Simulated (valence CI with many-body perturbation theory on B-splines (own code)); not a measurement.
# Forbidden lines of Ce43+

Computed by relativistic CI+MBPT: five valence electrons over a frozen Dirac-Fock core [Ne], a basis of 9 s, 9 p, 8 d, 6 f, 3 g, 1 h functions for each j, with the one-electron correlation potential Σ1, the two-electron term Σ2, the three-electron term Σ3, Breit, model QED; selected CI, second order for the rest (own B-spline code, finite nucleus).

No measured spectrum was set against this ion. As an estimate, large intervals hold to a few tenths of a per cent, small ones and those within an open d or f shell to about a per cent. Among the levels kept, up to 620 cm⁻¹ of a level comes from second order outside the variational space, and about a tenth of that is noise between levels of different J, which matters for small intervals.

Lines 1 to 18 of 18 in falling wavelength, among levels below 3536.9 × 10³ cm⁻¹, chosen from the decays that carry over 1 % of a level's rate. Wavelengths and rates use the calculated energies. Electric multipoles are in the length gauge, E1 and E2 with the static RPA response of the core. Weak lines are less certain than strong ones. Lines between different terms over intervals too small for the method are left out, as are lines whose strength nearly cancels.

Levels are named by their leading jj configuration (3d3/2^4 stands for four electrons in 3d with j = 3/2), which in mixed levels can hold well under half, so a name can repeat and another be missing. Letters in brackets count levels of one name in rising energy.

| λ vac (nm) | Upper | Lower | Type | A (s⁻¹) | Branch % |
| --- | --- | --- | --- | --- | --- |
| 130.9 | (3s^2 3p1/2 3p3/2 3d5/2) J=9/2 | (3s^2 3p1/2 3p3/2 3d5/2) J=7/2 [a] | M1 | 2.13e+03 | 1.4 |
| 46.60 | (3s^2 3p1/2 3p3/2 3d5/2) J=9/2 | (3s^2 3p1/2 3p3/2 3d3/2) J=7/2 | M1 | 1.16e+05 | 78.0 |
| 15.68 | (3s^2 3p1/2 3p3/2 3d3/2) J=7/2 | (3s^2 3p1/2^2 3d5/2) J=5/2 | M1 | 6.95e+04 | 1.3 |
| 13.91 | (3s^2 3p3/2^2 3d5/2) J=9/2 | (3s^2 3p1/2 3p3/2 3d5/2) J=7/2 [b] | M1 | 2.93e+06 | 22.8 |
| 12.89 | (3s^2 3p1/2 3p3/2 3d5/2) J=7/2 [a] | (3s^2 3p1/2^2 3d5/2) J=5/2 | M1 | 5.39e+06 | 1.6 |
| 12.16 | (3s^2 3p1/2 3p3/2^2) J=3/2 | (3s^2 3p1/2^2 3p3/2) J=3/2 | M1 | 1.10e+07 | 99.9 |
| 12.00 | (3s^2 3p3/2^3) J=3/2 | (3s^2 3p1/2 3p3/2^2) J=1/2 | M1 | 2.77e+06 | 11.9 |
| 11.73 | (3s^2 3p1/2 3p3/2 3d5/2) J=9/2 | (3s^2 3p1/2^2 3d5/2) J=5/2 | E2 | 2.62e+04 | 17.5 |
| 11.63 | (3s^2 3p3/2^2 3d5/2) J=9/2 | (3s^2 3p1/2 3p3/2 3d5/2) J=9/2 | M1 | 5.08e+06 | 39.6 |
| 11.17 | (3s^2 3p1/2 3p3/2^2) J=5/2 | (3s^2 3p1/2^2 3p3/2) J=3/2 | M1 | 1.97e+06 | 96.3 |
| 11.17 | (3s^2 3p1/2 3p3/2^2) J=5/2 | (3s^2 3p1/2^2 3p3/2) J=3/2 | E2 | 7.38e+04 | 3.6 |
| 10.84 | (3s^2 3p3/2^3) J=3/2 | (3s^2 3p1/2 3p3/2^2) J=5/2 | M1 | 3.62e+06 | 15.6 |
| 10.68 | (3s^2 3p3/2^2 3d5/2) J=9/2 | (3s^2 3p1/2 3p3/2 3d5/2) J=7/2 [a] | M1 | 4.35e+06 | 33.9 |
| 10.16 | (3s^2 3p1/2 3p3/2^2) J=1/2 | (3s^2 3p1/2^2 3p3/2) J=3/2 | M1 | 7.74e+06 | 98.9 |
| 10.16 | (3s^2 3p1/2 3p3/2^2) J=1/2 | (3s^2 3p1/2^2 3p3/2) J=3/2 | E2 | 8.51e+04 | 1.1 |
| 10.05 | (3s^2 3p3/2^3) J=3/2 | (3s^2 3p1/2 3p3/2^2) J=3/2 | M1 | 1.55e+07 | 66.8 |
| 9.309 | (3s^2 3p3/2^2 3d5/2) J=9/2 | (3s^2 3p1/2 3p3/2 3d3/2) J=7/2 | M1 | 2.79e+05 | 2.2 |
| 6.437 | (3s^2 3p1/2 3p3/2 3d5/2) J=9/2 | (3s^2 3p1/2 3p3/2^2) J=5/2 | M2 | 3.13e+03 | 2.1 |
